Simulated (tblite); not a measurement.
C6H13OP.
Geometry (GFN2-xTB, Å), atoms numbered from 1 in this order:
```
atom  x, y, z in Å
C1    -2.295    0.808    0.748
O2    -0.935    0.856    0.412
C3    -0.613    0.294   -0.847
C4    -0.547   -1.236   -0.814
C5     0.681   -1.609    0.009
P6     2.031   -0.379   -0.421
C7     2.159    0.473    1.217
C8     0.789    0.765   -1.229
H9    -2.398    1.346    1.689
H10   -2.656   -0.218    0.882
H11   -2.909    1.297   -0.019
H12   -1.357    0.633   -1.590
H13   -0.442   -1.594   -1.840
H14   -1.455   -1.670   -0.392
H15    1.009   -2.627   -0.210
H16    0.467   -1.538    1.077
H17    2.587   -0.218    1.942
H18    1.178    0.808    1.546
H19    2.829    1.325    1.117
H20    0.912    0.709   -2.313
H21    0.957    1.794   -0.915
```

Computed values, GFN2-xTB/tblite, gas phase, harmonic and unscaled. The method is semi-empirical: single wavenumbers can be off by several per cent or more. One conformer, not necessarily the lowest.

Harmonic wavenumbers (cm⁻¹): 74.7, 90.5, 128.9, 206.9, 211.1, 232.3, 285.9, 308.5, 349.1, 400.3, 506.5, 644.6, 682.9, 710.2, 739.7, 780.4, 823.6, 872.2, 882.9, 918.8, 950.3, 984.6, 1018.4, 1073.7, 1094.5, 1098.7, 1131.6, 1141.0, 1151.6, 1197.5, 1227.4, 1249.3, 1270.2, 1305.9, 1311.3, 1335.0, 1410.1, 1429.0, 1438.7, 1450.2, 1457.3, 1469.5, 1482.7, 1492.2, 2817.1, 2893.0, 2920.0, 2962.8, 2966.1, 2977.1, 2979.7, 2988.9, 2996.7, 3006.4, 3010.1, 3021.0, 3022.6.

A = 2692, B = 1289, C = 1159 MHz; mass 132.070 u (most abundant isotopes); point group C1, symmetry number 1.

Task: Zero-point energy?

Result: Half the sum of the wavenumbers: 39291 cm⁻¹ = 112.34 kcal/mol.

Task: Give the ideal-gas entropy at 298.15 K and 1 bar in the rigid-rotor, harmonic-oscillator model (classical rotation).

Result: Translation 40.57, rotation 28.77, vibration 25.35: S = 94.7 cal/(mol K).

Task: And Cp and H(298.15 K) − H(0)?

Result: Cp = 37.74 cal/(mol K), of which vibrations give 29.79 (their classical limit is 57 R = 113.3); H(298.15 K) − H(0) = 6.60 kcal/mol without the zero-point energy, 4.23 from vibrations.

Task: Which modes carry the vibrational entropy at 298.15 K?

Result: 74.7 cm⁻¹: 4.03; 90.5 cm⁻¹: 3.65; 128.9 cm⁻¹: 2.96; 206.9 cm⁻¹: 2.07; 211.1 cm⁻¹: 2.03; 232.3 cm⁻¹: 1.86 cal/(mol K); the other 51 give 8.74 together.

Task: Blend soft modes into free rotors: weight 1/[1 + (100 cm⁻¹/ν̃)⁴] for the oscillator and the rest for a rotor with moment μB/(μ + B), μ = h/(8π²ν), B = 10⁻⁴⁴ kg m². What vibrational entropy results?

Result: 24.19 cal/(mol K) in place of 25.35, which changes −T·S at 298.15 K by +0.34 kcal/mol.

Hindered rotation and anharmonicity are outside this model. Other conformers, if any are populated, would add a mixing term that is left out. The structure is chiral; the term R ln 2 for an equal mix with its mirror image is left out.

Hardware: an x86-64 server with one thread, shared host. This covers the Hessian and the dipole derivatives.
